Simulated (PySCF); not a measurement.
Species: C4H8Si.
Numbering: `[CH3:1][C@@H:2]1[CH:3]=[C:4]1[SiH3:5]` (hydrogens: H6, H7, H8 on C1; H9 on C2; H10 on C3; H11, H12, H13 on Si5)

Theory: PBE0-D3(BJ)/def2-SVP geometry optimisation, gas phase in PySCF 2.14.0.

Some entries are withheld. Bonds in one row agree within 0.01 Å.

| coordinate | value |
| --- | --- |
| C1–C2 | ? |
| C2–C3 | ? |
| C3=C4 | ? |
| C4–Si5 | 1.845 Å |
| C2–C4 | 1.524 Å |
| C1–H6, C1–H7, C1–H8 | 1.102 Å |
| C2–H9 | 1.103 Å |
| C3–H10 | 1.089 Å |
| Si5–H11, Si5–H12, Si5–H13 | 1.494 Å |
| C2–C1–H6 | 111.2° |
| H6–C1–H7 | ? |
| C1–C2–C3 | 122.4° |
| C1–C2–C4 | 121.5° |
| C1–C2–H9 | 113.3° |
| C3–C2–C4 | 51.5° |
| C3–C2–H9 | 117.8° |
| C4–C2–H9 | 117.0° |
| C2–C3–C4 | 65.9° |
| C2–C3–H10 | 146.5° |
| C4–C3–H10 | 147.6° |
| C3–C4–Si5 | ? |
| C2–C4–C3 | ? |
| C2–C4–Si5 | 145.3° |
| C4–Si5–H11 | 109.4° |
| C4–Si5–H13 | 110.8° |

Task: Fill in the missing values.

Result: 
- C1–C2 = 1.511 Å, drawn single (methyl carbon to allylic carbon); 0.01 Å below the sum of covalent radii, 1.52 Å.
- C2–C3 = 1.483 Å, drawn single (allylic carbon to alkene CH carbon); 0.01 Å below the sum of covalent radii, 1.49 Å.
- C3=C4 = 1.307 Å, drawn double (alkene CH carbon to fully substituted alkene carbon); 0.15 Å below the sum of covalent radii, 1.46 Å.
- H6–C1–H7 = 107.3°, at the methyl carbon; the outer atoms are 1.776 Å apart.
- C3–C4–Si5 = 152.1°, at the fully substituted alkene carbon; the outer atoms are 3.062 Å apart.
- C2–C4–C3 = 62.6°, at the fully substituted alkene carbon, inside a 3-membered ring; the outer atoms are 1.483 Å apart.

Radii are Cordero's, carbon taken as 0.76, 0.73 or 0.69 Å for four, three, and two or fewer neighbours.

Not checked by PBE0-D3(BJ)/def2-SVP frequencies.
